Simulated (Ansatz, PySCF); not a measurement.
Noncovalent pair: CH4O (SMILES CO) (first 6 atoms) with H4OSi (SMILES O[SiH3]); geometry from B3LYP-D3(BJ)/def2-TZVP, rigid monomers moved along the line of their centres of mass till O2···H9 is 3.20 Å.
(charge 0, multiplicity 1):
```xyz
12

C     -0.06290     0.09152     0.18394
O     -0.99763     0.34783     1.23622
H     -0.10074    -0.95066    -0.14281
H      0.92528     0.29589     0.59031
H     -0.23886     0.75136    -0.66895
H     -1.88982     0.16803     0.92249
O      0.42995    -1.31298     4.77448
Si     1.52447    -0.51881     5.70352
H      0.00904    -0.82211     4.04481
H      2.61459     0.07809     4.88490
H      2.10691    -1.51286     6.63063
H      0.91152     0.58037     6.49346
```

Monomers are frozen at their geometry in the pair; levels with a basis set take the counterpoise correction.

Cores are frozen in the correlated methods.

Programs: Ansatz (a first-principles code); PySCF for the dispersion terms. Each number belongs to the level named beside it.

PBE/def2-TZVPPD gives -85.7 meV for the interaction energy.

Q: Predict the shift from PBE, with its sign, for: PBE-D3(BJ)/def2-TZVPPD, r2SCAN/def2-TZVPPD, PBE0/def2-TZVPPD, wB97M-V/def2-TZVPPD, MP2/aug-cc-pV(D+d)Z, CCSD(T)/aug-cc-pV(D+d)Z.

A: PBE-D3(BJ)/def2-TZVPPD -12.4; r2SCAN/def2-TZVPPD 0.0; PBE0/def2-TZVPPD 0.4; wB97M-V/def2-TZVPPD -8.7; MP2/aug-cc-pV(D+d)Z -7.9; CCSD(T)/aug-cc-pV(D+d)Z -7.3 meV. 2 of 6 lie above PBE; the widest gap is to PBE-D3(BJ)/def2-TZVPPD.
